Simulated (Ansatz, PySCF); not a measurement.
Gas-phase reaction in SMILES: Cl[Si](Cl)(Br)Br -> Cl[Si](Br)Br + Cl atom (the Cl-Si bond at the site shown breaks; other sites are not compared here)
Structures are relaxed separately at B3LYP-D3(BJ)/def2-TZVP in Ansatz (a quantum-chemistry and plane-wave program). Frequencies are from Ansatz or PySCF.
Geometry of the first species:
```xyz
5

Si    -0.0250    -0.4088     0.0235
Cl     0.1773    -1.5090     1.7251
Cl    -0.3713    -1.6633    -1.5428
Br    -1.7246     0.9776     0.2434
Br     1.8289     0.7267    -0.3413
```
Charge 0, spin multiplicity 1.

Quantity: bond dissociation energy (enthalpy at 298 K, with B3LYP-D3(BJ) rigid-rotor harmonic-oscillator terms), in kcal/mol. Valence correlation only, unless marked. Open shells are spin-unrestricted. No spin-orbit coupling. The frozen core is the preceding noble-gas configuration, with the filled d and f shells of earlier blocks. Non-relativistic. CBS(X,Y): correlation extrapolated as X^-3; Hartree-Fock from the larger set.

| level | program | bond dissociation energy (kcal/mol) | minus last row |
|---|---|---|---|
| PBE/def2-TZVPD | Ansatz | 101.7 | -7.1 |
| PBE-D3(BJ)/def2-TZVPD | Ansatz + dftd3 | 103.5 | -5.3 |
| revPBE/def2-TZVPD | Ansatz | 96.2 | -12.6 |
| r2SCAN-D4/def2-TZVPD | Ansatz + dftd4 | 103.9 | -4.9 |
| B97M-V/def2-TZVPD | Ansatz | 107.7 | -1.1 |
| B3LYP/def2-TZVPD | Ansatz | 97.2 | -11.6 |
| r2SCAN0-D4/def2-TZVPD | Ansatz + dftd4 | 103.2 | -5.6 |
| HSE06/def2-TZVPD | Ansatz | 102.8 | -6.0 |
| B2GP-PLYP-D3(BJ)/def2-TZVPD | Ansatz + dftd3 | 105.4 | -3.4 |
| RPA@PBE/def2-TZVPP | Ansatz | 94.7 | -14.1 |
| MP2/def2-SVP | Ansatz | 102.6 | -6.2 |
| MP2/def2-TZVPP | Ansatz | 110.7 | 1.9 |
| MP2/CBS(def2-TZVPP,def2-QZVPP) | Ansatz | 115.3 | 6.5 |
| RI-MP2/def2-TZVPP | Ansatz | 110.6 | 1.8 |
| SCS-MP2/STO-3G | Ansatz | 85.3 | -23.5 |
| SCS-MP2/6-31G* | Ansatz | 96.6 | -12.2 |
| CCSD/STO-3G | Ansatz | 85.2 | -23.6 |
| CCSD/def2-QZVPP | Ansatz | 104.2 | -4.6 |
| CCSD(T)/6-31G* | Ansatz | 94.9 | -13.9 |
| CCSD(T)/def2-QZVPP | Ansatz | 106.8 | -2.0 |
| CCSD(T)/CBS(def2-TZVPP,def2-QZVPP) | Ansatz | 108.8 | 0.0 |
